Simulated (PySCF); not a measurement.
# Continuum solvent and chemical shifts

Geometry:
```tsv
atom	x (Å)	y (Å)	z (Å)
C1	-2.626	2.152	-0.262
C2	-2.005	1.072	-0.739
P3	-0.953	0.122	0.387
C4	-1.556	-1.588	0.256
O5	-0.952	0.665	1.785
C6	0.699	0.133	-0.392
C7	1.758	-0.518	0.491
C8	3.168	-0.350	-0.053
H9	-2.491	2.430	0.790
H10	-3.273	2.776	-0.887
H11	-2.115	0.757	-1.784
H12	-1.578	-1.937	-0.787
H13	-2.569	-1.624	0.680
H14	-0.906	-2.247	0.851
H15	0.937	1.199	-0.550
H16	0.645	-0.337	-1.391
H17	1.533	-1.592	0.612
H18	1.679	-0.077	1.498
H19	3.272	-0.803	-1.052
H20	3.433	0.715	-0.144
H21	3.910	-0.823	0.607
```

GIAO PBE0/pcSseg-1 in PySCF 2.14.0 with density-fitted response routines on one PBE0-D3(BJ)/def2-SVP conformer, non-relativistic, equivalent nuclei averaged. Solvents enter as an IEF-PCM continuum (chloroform with ε = 4.7, dichloromethane with ε = 8.9) around the gas-phase geometry. Shifts are referred to TMS computed in the same medium.

Gas phase, δ in ppm: C1 145.1, C2 142.7, C6 36.4, C8 17.8, C7 17.2, C4 15.8, H9 6.95, H10 6.50, H11 6.27, H18 1.98, H15 1.22, H12/H13/H14 1.20, H17 1.17, H19/H20/H21 1.06. Dipole moment 3.82 D.

Problem. How does each δ change in the continuum?

Solution. 
```
      atoms                              environment  Δδ, chloroform  Δδ, dichloromethane
         C1                     terminal =CH2 carbon            -0.1                 -0.3
         C2                                alkene CH            +2.0                 +2.6
         C6                      sp3 CH2 bonded to P            +0.2                 +0.2
         C8                            methyl carbon            +0.1                 +0.1
         C7                                  sp3 CH2            +0.5                 +0.7
         C4                methyl carbon bonded to P            +0.3                 +0.4
         H9       hydrogen on a terminal =CH2 carbon           -0.16                -0.21
        H10       hydrogen on a terminal =CH2 carbon           +0.11                +0.13
        H11                 hydrogen on an alkene CH           +0.26                +0.33
        H18                   hydrogen on an sp3 CH2           -0.26                -0.34
        H15       hydrogen on an sp3 CH2 bonded to P           +0.08                +0.08
H12/H13/H14  hydrogen on a methyl carbon bonded to P           +0.14                +0.17
        H17                   hydrogen on an sp3 CH2           +0.15                +0.19
H19/H20/H21              hydrogen on a methyl carbon           +0.01                +0.01
```

Changes are relative to the gas phase. The dipole moment becomes 4.86 D in chloroform, 5.12 D in dichloromethane.

Problem. Which of the listed nuclei move most (in ppm), and what does the model miss? (N and O are left out, as their reference compounds move with the solvent too.)

Solution. C2 (alkene CH, +2.6 ppm) in dichloromethane. A continuum only polarises the solute; specific hydrogen bonds, the anisotropy of aromatic solvents and changes of geometry or conformer are outside it.
